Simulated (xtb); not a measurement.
Te(OMe)(SeH) (CH4OSeTe), SMILES CO[Te][SeH]. All values are semi-empirical tight-binding results from xtb (GFN2-xTB unless named), good for trends rather than for accurate numbers. Geometry: GFN2-xTB. The structure was generated by enumeration, and PubChem lists no compound with its InChIKey, so it may never have been made. One conformer was computed; it need not be the lowest.

Optimised geometry:

```xyz
8

Te     0.4648    -0.0581     0.7851
O      1.6079    -0.8208    -0.6625
C      1.1994    -1.9789    -1.3332
H      0.2465    -1.8298    -1.8510
H      1.9726    -2.1856    -2.0747
H      1.1113    -2.8372    -0.6621
Se    -1.3315     0.8404    -0.6573
H     -2.2884    -0.2603    -0.5892
```
Charge 0, spin multiplicity 1.

Computed properties:
```json
{
 "orbital_gap": "3.74 eV",
 "zero_point_energy": "29.6 kcal/mol",
 "G − E(el) at 298.15 K (modified RRHO)": "8.5 kcal/mol",
 "static polarisability (D4 model)": "86.0 bohr³",
 "solvation energy, GFN2-xTB/ALPB(water)": "-3.7 kcal/mol",
 "solvation energy, GFN2-xTB/ALPB(toluene)": "-5.4 kcal/mol"
}
```

Q: Give the atomic charges and the Wiberg bond orders between heavy atoms. (An estimate is asked for; the answer gives what the named calculation found.)

A: charges (e) Te1 0.18, O2 -0.34, C3 0.06, H4 0.03, H5 0.06, H6 0.03, Se7 -0.16, H8 0.15. Bond orders Te1–O2 1.12, O2–C3 1.01, Te1–Se7 1.27.
